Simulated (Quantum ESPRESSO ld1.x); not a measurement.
The numbers below are computed, except where a source is named.
The aim is the manganese ion Mn3+ in [Ar] 3d4. This ld1.x (Quantum ESPRESSO 7.5) run was made with `OMP_NUM_THREADS=1 ld1.x < ld1.in > ld1.out`. Can the result be used? Name any fault.

```
 &input
    zed=25.0,
    iswitch=5,
    rel=1,
    lsd=1,
    dft='PW',
    config='[Ar] 3d4',
    prefix='ld1',
    max_out_wfc=37,
    file_charge='ld1.rho',
 /
```

Output (excerpt):

```
     Program LD1 v.7.5 starts

 %%%%%%%%%%%%%%%%%%%%%%%%%%%%%%%%%%%%%%%%%%%%%%%%%%%%%%%%%%%%%%%%%%%%%%%%%%%%%%
     Error in routine ld1_readin (1):
     wrong iswitch
 %%%%%%%%%%%%%%%%%%%%%%%%%%%%%%%%%%%%%%%%%%%%%%%%%%%%%%%%%%%%%%%%%%%%%%%%%%%%%%

     stopping ...
```

Answer. No (refused). The line at issue: iswitch=5. The program stops in ld1_readin with "wrong iswitch": iswitch takes 1 to 4. The sound input gives -1154.1874 hartree.
